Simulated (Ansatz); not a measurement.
Species: LaF$_{3}$, charge 0, multiplicity 1. 
Structure (B3LYP-D3(BJ)/def2-TZVP (Ansatz, an electronic-structure program) minimum search):
SMILES: [F][La]([F])[F]
```xyz
4

La    -0.0282     0.0580     0.1369
F     -1.7451    -1.2110    -0.1995
F      0.0791     1.8214    -1.1080
F      1.8444    -0.9775     0.4408
```
Charge 0, spin multiplicity 1.

Total electronic energies in hartree. Correlated levels leave the core frozen unless marked. Spin-orbit coupling is left out. The frozen core is the preceding noble-gas configuration, with the filled d and f shells of earlier blocks. In def2 rows, elements after Kr have scalar-relativistic effective core potentials. Basis-set limits of correlation are two-point, X^-3; Hartree-Fock from the larger set. [CCSD(T)-MP2]/basis is that difference in the basis named.

```json
[
 {"level": "HF/def2-TZVPP", "program": "Ansatz", "energy (Eh)": "-329.85590"},
 {"level": "HF/def2-TZVPPD", "program": "Ansatz", "energy (Eh)": "-329.85815"},
 {"level": "HF/def2-QZVPPD", "program": "Ansatz", "energy (Eh)": "-329.87471"},
 {"level": "RI-HF/def2-QZVPP", "program": "Ansatz", "energy (Eh)": "-329.87425"},
 {"level": "SVWN5/def2-TZVPD", "program": "Ansatz", "energy (Eh)": "-329.54312"},
 {"level": "PBE/def2-TZVPD", "program": "Ansatz", "energy (Eh)": "-331.24297"},
 {"level": "PBE-D3(BJ)/def2-TZVPD", "program": "Ansatz + dftd3", "energy (Eh)": "-331.24447"},
 {"level": "PBE0/def2-SVP", "program": "Ansatz", "energy (Eh)": "-330.83622"},
 {"level": "PBE0/def2-TZVPD", "program": "Ansatz", "energy (Eh)": "-331.21007"},
 {"level": "r2SCANh-D4/def2-TZVPD", "program": "Ansatz + dftd4", "energy (Eh)": "-331.36464"},
 {"level": "r2SCAN0-D4/def2-TZVPD", "program": "Ansatz + dftd4", "energy (Eh)": "-331.31909"},
 {"level": "HSE06-D4/def2-TZVPD", "program": "Ansatz + dftd4", "energy (Eh)": "-331.19850"},
 {"level": "B2GP-PLYP-D3(BJ)/def2-TZVPD", "program": "Ansatz + dftd3", "energy (Eh)": "-331.13755"},
 {"level": "B2PLYP-D3(BJ)/def2-TZVPD", "program": "Ansatz + dftd3", "energy (Eh)": "-331.21545"},
 {"level": "B2PLYP/def2-TZVPD", "program": "Ansatz", "energy (Eh)": "-331.21365"},
 {"level": "MP2/def2-SVPD", "program": "Ansatz", "energy (Eh)": "-330.16850"},
 {"level": "RI-MP2/def2-TZVPPD", "program": "Ansatz", "energy (Eh)": "-330.70498"},
 {"level": "RI-MP2/def2-QZVPP", "program": "Ansatz", "energy (Eh)": "-330.79314"},
 {"level": "SCS-MP2/def2-SVPD", "program": "Ansatz", "energy (Eh)": "-330.13870"},
 {"level": "SCS-MP2/def2-TZVPPD", "program": "Ansatz", "energy (Eh)": "-330.67824"},
 {"level": "CCSD/def2-TZVPPD", "program": "Ansatz", "energy (Eh)": "-330.69225"},
 {"level": "RI-MP2/CBS(def2-TZVPP,def2-QZVPP)+[CCSD(T)-MP2]/def2-SVP", "program": "Ansatz", "energy (Eh)": "-330.8567"},
 {"level": "RI-MP2/CBS(def2-TZVPPD,def2-QZVPPD)+[CCSD(T)-MP2]/def2-TZVPPD", "program": "Ansatz", "energy (Eh)": "-330.8620"}
]
```

Totals of different functionals don't rank their quality; only differences between species are comparable.
